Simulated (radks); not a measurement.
Values are calculated unless marked as measured or tabulated.
Initial-state core-level shifts of neutral lanthanum when its valence configuration changes from [Xe] 5d1 6s2. Code: a radial shooting solver on a logarithmic mesh with Libxc functionals. Model: scalar-relativistic Kohn-Sham, PBE, spin-unpolarised, spherical densities, finite nucleus; Fermi nuclear charge, rms radius 4.855 fm. Shifts are changes of the shell-averaged eigenvalues in eV (positive: less bound); the change of the density at the nucleus, which sets a Mossbauer isomer shift, is in e/bohr^3, on a base of 3.648e+05.

5d1 6s1 6p1: 4p -1.122; 4d -1.119; 5s -1.109; 5p -1.091; density at nucleus -14.91
4f0.5 5d1 6s1.5: 4p +4.473; 4d +4.268; 5s +2.391; 5p +1.984; density at nucleus -21.55
6s2 6p1: 4p -3.139; 4d -3.140; 5s -2.970; 5p -2.779; density at nucleus +8.96
5d2 6s1: 4p +1.666; 4d +1.672; 5s +1.595; 5p +1.470; density at nucleus -19.64
5d2.5 6s0.5: 4p +2.346; 4d +2.355; 5s +2.259; 5p +2.084; density at nucleus -27.83
5d1 6s1.5 6p0.5: 4p -0.571; 4d -0.570; 5s -0.565; 5p -0.557; density at nucleus -7.22
4f0.5 5d1.5 6s1: 4p +5.128; 4d +4.928; 5s +3.055; 5p +2.598; density at nucleus -29.94
